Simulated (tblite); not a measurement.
C2H8F2O2Si3.
Numbering: `[O:1]=[C:2]([SiH3:3])[O:4][Si@H:5]([SiH3:6])[CH:7]([F:8])[F:9]` (hydrogens: H10, H11, H12 on Si3; H13 on Si5; H14, H15, H16 on Si6; H17 on C7)

Computed with GFN2-xTB (tblite), gas phase: L-BFGS steps from a force-field or distance-geometry start until the largest atomic force falls under 0.01 eV/Å.

Geometry at step 4:
```
atom  x, y, z in Å
O1      1.2076    0.8112   -1.3003
C2      1.5822    0.1195   -0.3882
Si3     3.4270    0.1067    0.1053
O4      0.6995   -0.6370    0.2808
Si5    -0.8833   -0.5386   -0.2431
Si6    -1.6333    1.6090   -0.4592
C7     -2.0728   -1.5184    0.9334
F8     -2.7683   -2.4590    0.2255
F9     -3.0461   -0.6789    1.4108
H10     3.8929   -1.2816    0.1140
H11     3.5169    0.7233    1.4286
H12     4.1092    0.9127   -0.9027
H13    -1.0005   -1.2474   -1.5127
H14    -0.8910    2.1952   -1.5592
H15    -1.4363    2.3496    0.7831
H16    -3.0627    1.5720   -0.7410
H17    -1.6480   -2.0263    1.8150
```

Q: Give the atomic forces at this geometry.

A: 
| atom | Fx (eV/Å) | Fy (eV/Å) | Fz (eV/Å) |
| --- | --- | --- | --- |
| O1 | -0.132 | 0.125 | -0.311 |
| C2 | -0.139 | -0.233 | 0.179 |
| Si3 | 0.046 | -0.120 | 0.133 |
| O4 | 0.242 | -0.098 | 0.082 |
| Si5 | -0.346 | 0.101 | -0.266 |
| Si6 | -0.059 | 0.030 | 0.060 |
| C7 | -0.103 | -0.267 | 0.252 |
| F8 | 0.288 | 0.138 | 0.054 |
| F9 | 0.263 | 0.004 | -0.049 |
| H10 | -0.034 | 0.048 | 0.036 |
| H11 | 0.004 | -0.044 | 0.029 |
| H12 | -0.021 | -0.031 | 0.016 |
| H13 | 0.207 | -0.316 | -0.021 |
| H14 | -0.111 | 0.310 | -0.100 |
| H15 | 0.036 | 0.214 | 0.101 |
| H16 | -0.114 | 0.112 | -0.051 |
| H17 | -0.026 | 0.028 | -0.145 |

The largest, 0.45 eV/Å, acts on Si5; the rms over all components is 0.157 eV/Å. The forces sum to zero within rounding, as they must for an isolated molecule in no field.

Q: Give the force on Si5 in Eh/bohr and in nN.

A: 0.448 eV/Å ÷ 51.422 = 0.00871 Eh/bohr, and 0.448 eV/Å × 1.602 = 0.72 nN.

Q: How far is this geometry from the end of the optimisation?

A: 0.280 eV above it, and 0.567 Å rms away after alignment. The bonds farthest from their final lengths, with half the difference of the two atoms' forces along the bond (positive lengthens):

| bond | now (Å) | final (Å) | force along bond (eV/Å) |
| --- | --- | --- | --- |
| Si5–Si6 | 2.285 | 2.312 | -0.10 |
| Si6–H16 | 1.457 | 1.473 | +0.04 |
| C2–O4 | 1.341 | 1.326 | -0.19 |
| O4–Si5 | 1.670 | 1.684 | +0.34 |
| Si5–H13 | 1.459 | 1.469 | -0.03 |
| Si6–H14 | 1.451 | 1.460 | +0.10 |

The angle farthest from its final value is Si6–Si5–H13, 110.4° against 126.0°.

Of the 5 listed bonds off by 0.010 Å or more, this force points towards the final length in 3.

The cost below is that of the whole relaxation. Time: 1.3 s. Hardware: Arm Neoverse V2, one thread, shared host with 32 logical CPUs at a one-minute load of 17.
